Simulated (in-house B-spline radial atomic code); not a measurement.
Configurations of Pr6+, with energies counted from [Kr] 4d10 4f1 5s2 5p4. All numbers are computed (scalar-relativistic (X2C) BHandHLYP, spin-polarised, spherical fractional occupations, exact exchange averaged over the configuration; Fermi nucleus of rms radius 4.8919 fm) with a radial B-spline atomic code at the basis-set limit, not measured. Shells without spins written out take the highest spin.

Occupations are held fixed; configurations that lie above the ionisation limit could autoionise.

```csv
configuration,E - E(ref) (eV),highest orbital,its <r> (bohr)
[Kr] 4d10 4f2 5s2 5p3,8.5469,4f up,0.9208
[Kr] 4d10 5s2 5p4 5d1,21.171,5d up,1.824
[Kr] 4d10 5s2 5p4 6p1,42.48,6p up,2.94
[Kr] 4d10 4f1 5s2 5p3 6d1,56.904,6d up,3.568
[Kr] 4d9 4f1 5s2 5p4 5d1,135.3,5d up,1.813
```

Problem. Order these further configurations by energy, lowest first.
A. [Kr] 4d10 5s2 5p4 6d1
B. [Kr] 4d10 5s2 5p5
C. [Kr] 4d9 4f1 5s2 5p4 6s1
D. [Kr] 4d10 5s2 5p4 5f1
E. [Kr] 4d10 4f1 5s2 5p3 5d1

Solution. B (-6.375 eV), E (25.465 eV), D (49.479 eV), A (53.33 eV), C (149.27 eV).

Problem. Is the reference the lowest configuration at this level of theory?

Solution. No: [Kr] 4d10 5s2 5p5 lies 6.375 eV lower with this functional.
